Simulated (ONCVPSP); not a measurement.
Ranking ONCV potentials for boron

All share these settings but for the change named:

* Element: B (Z = 5)
* Generator: ONCVPSP 4.0.1
* Type: optimised norm-conserving Vanderbilt (ONCV)
* Functional: PBEsol
* Relativity: non-relativistic
* Frozen core: [He]
* Valence charge: 3
* Reference configuration: 2s2 2p1
* Partial waves: 2s: rc 1.25 bohr, ncon 4, nbas 9, qcut 4.8 1/bohr, local; 2p: rc 3.95 bohr, ncon 3, nbas 6, qcut 3.6 1/bohr, 3 projectors, debl 0.8 Ha
* Local potential: the s channel
* Core correction: Teter function, parameters optimised by the program

Test errors are all-electron minus pseudo excitation energies from the reference, over 2s2 2p0; 2s1 2p0; 2s2 2p0.5; 2s1 2p1. None of these files shows a bound ghost.

The base gives 699.3 meV.

Of 9 variants that were run, those that failed, showed a ghost or another fault, or gave nearly equal values are left out.

A variant can come out equal or close to the base, since the largest error may sit in a test that the change hardly touches while other tests move.

(1) Rank these variants by their largest absolute test error, smallest first.
A. s: qcut 4.5; p: qcut 3.4
B. s: qcut 3.8; p: qcut 2.9
C. s: qcut 3.1; p: qcut 2.3
D. s: qcut 5.2; p: qcut 3.9
E. s: qcut 3.5; p: qcut 2.6

Answers

(1) D (612.3 meV), A (781.0 meV), B (1001.4 meV), E (1164.6 meV), C (1363.3 meV).
